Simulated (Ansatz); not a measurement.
Method: PBE0-D3(BJ)/def2-TZVP (Ansatz, an electronic-structure program). No frequencies were computed at this level.

Ansatz 0.2 input:
```yaml
crystal:
  periodic: [false, false, false]
  atoms:
    - { symbol: O, position_ang: [-1.456757, -0.526709, 0.164672] }
    - { symbol: Ga, position_ang: [0.022454, 0.31797, -0.067428] }
    - { symbol: O, position_ang: [1.367016, -0.738126, 0.107185] }
    - { symbol: H, position_ang: [-2.368772, -0.249614, 0.13375] }
    - { symbol: H, position_ang: [0.127115, 1.799161, -0.383179] }
    - { symbol: H, position_ang: [2.308944, -0.602683, 0.045001] }
basis:
  gaussian: { orbitals: def2-tzvp }
hamiltonian:
  xc: pbe0
  dispersion: d3bj
relax:
  max_steps: 150
```

Output:

```
Functional definition: PBE0
847 factors; their error is unknown
mean field evaluation 1: about -56501.9348 eV, gradient 8.3e1 eV
mean field evaluation 2: about -56466.8564 eV, gradient 1.6e2 eV
mean field evaluation 4: about -56512.4636 eV, gradient 3.1e0 eV
mean field evaluation 8: about -56512.4774 eV, gradient 2.3e-2 eV
mean field evaluation 16: about -56512.6743 eV, gradient 4.0e-5 eV
mean field -56512.67432546 eV, -2076.8024757944 hartree, gradient 4.0e-5 eV, S^2 0.000000; 0 other end points of the search recorded, 0 dependent functions left out
reference -56512.67435241 eV, -2076.8024767846 hartree; 25, 25 occupied and 103, 103 virtual orbitals, 847 factors
relax step   1: F+E_penalty+E_count = -56512.73251184 eV  Δ(F+E_penalty+E_count) = +0.000e0 eV  max|allowed force component| = 1.443e0 eV/Å  Δτ_max = 0.0000 Å  (26 SCF iters, accepted)
these checks for a lower state are left out or cut short: starts, cluster_reference, orbital_swaps, neighbouring_geometries, increment
847 factors; their error is unknown
mean field -56512.76729306 eV, -2076.8058922905 hartree, gradient 1.1e-5 eV, S^2 0.000000; 0 other end points of the search recorded, 0 dependent functions left out
reference -56512.76731991 eV, -2076.8058932770 hartree; 25, 25 occupied and 103, 103 virtual orbitals, 847 factors
relax step   2: F+E_penalty+E_count = -56512.82529477 eV  Δ(F+E_penalty+E_count) = -9.278e-2 eV  max|allowed force component| = 1.011e0 eV/Å  Δτ_max = 0.0311 Å  (29 SCF iters, accepted)
these checks for a lower state are left out or cut short: starts, cluster_reference, orbital_swaps, neighbouring_geometries, increment
847 factors; their error is unknown
mean field -56512.88215821 eV, -2076.8101135069 hartree, gradient 8.2e-6 eV, S^2 0.000000; 0 other end points of the search recorded, 0 dependent functions left out
reference -56512.88218494 eV, -2076.8101144894 hartree; 25, 25 occupied and 103, 103 virtual orbitals, 847 factors
relax step   3: F+E_penalty+E_count = -56512.94014751 eV  Δ(F+E_penalty+E_count) = -1.149e-1 eV  max|allowed force component| = 5.682e-1 eV/Å  Δτ_max = 0.0840 Å  (29 SCF iters, accepted)
these checks for a lower state are left out or cut short: starts, cluster_reference, orbital_swaps, neighbouring_geometries, increment
847 factors; their error is unknown
mean field evaluation 32: about -56512.6380 eV, gradient 5.5e0 eV
mean field -56512.90702041 eV, -2076.8110271758 hartree, gradient 1.5e-5 eV, S^2 0.000000; 0 other end points of the search recorded, 0 dependent functions left out
reference -56512.90704708 eV, -2076.8110281559 hartree; 25, 25 occupied and 103, 103 virtual orbitals, 847 factors
relax step   4: F+E_penalty+E_count = -56512.96513988 eV  Δ(F+E_penalty+E_count) = -2.499e-2 eV  max|allowed force component| = 3.817e-1 eV/Å  Δτ_max = 0.0739 Å  (27 SCF iters, accepted)
these checks for a lower state are left out or cut short: starts, cluster_reference, orbital_swaps, neighbouring_geometries, increment
847 factors; their error is unknown
mean field -56512.91418208 eV, -2076.8112903625 hartree, gradient 1.3e-5 eV, S^2 0.000000; 0 other end points of the search recorded, 0 dependent functions left out
reference -56512.91420862 eV, -2076.8112913376 hartree; 25, 25 occupied and 103, 103 virtual orbitals, 847 factors
relax step   5: F+E_penalty+E_count = -56512.97255751 eV  Δ(F+E_penalty+E_count) = -7.418e-3 eV  max|allowed force component| = 9.561e-2 eV/Å  Δτ_max = 0.0322 Å  (29 SCF iters, accepted)
these checks for a lower state are left out or cut short: starts, cluster_reference, orbital_swaps, neighbouring_geometries, increment
847 factors; their error is unknown
mean field -56512.91495174 eV, -2076.8113186469 hartree, gradient 1.3e-5 eV, S^2 0.000000; 0 other end points of the search recorded, 0 dependent functions left out
reference -56512.91497831 eV, -2076.8113196233 hartree; 25, 25 occupied and 103, 103 virtual orbitals, 847 factors
relax step   6: F+E_penalty+E_count = -56512.97325932 eV  Δ(F+E_penalty+E_count) = -7.018e-4 eV  max|allowed force component| = 7.818e-3 eV/Å  Δτ_max = 0.0088 Å  (30 SCF iters, accepted)
847 factors; their error is unknown
mean field evaluation 64: about -56512.9150 eV, gradient 1.8e-2 eV
mean field -56512.91495174 eV, -2076.8113186469 hartree, gradient 5.2e-5 eV, S^2 0.000000; 1 other end points of the search recorded, 0 dependent functions left out
reference -56512.91497831 eV, -2076.8113196233 hartree; 25, 25 occupied and 103, 103 virtual orbitals, 847 factors
Total energy: -56512.97328589 eV, -2076.8134623873 hartree
Atom 0 at    -1.513984    -0.634149     0.186879 Å, force     0.001780    -0.002178     0.000215 eV/Å
Atom 1 at     0.016898     0.237633    -0.050658 Å, force    -0.000518    -0.006503     0.001713 eV/Å
Atom 2 at     1.408231    -0.853923     0.130185 Å, force    -0.002067    -0.001946     0.000420 eV/Å
Atom 3 at    -2.292237    -0.081260     0.097724 Å, force    -0.000942     0.001435    -0.000202 eV/Å
Atom 4 at     0.124680     1.755061    -0.373823 Å, force     0.000634     0.007818    -0.001807 eV/Å
Atom 5 at     2.256411    -0.423363     0.009694 Å, force     0.001114     0.001373    -0.000338 eV/Å
Dipole moment:     0.043524     0.611865    -0.130450 e Å
```

Cost: very roughly 22 core-seconds.
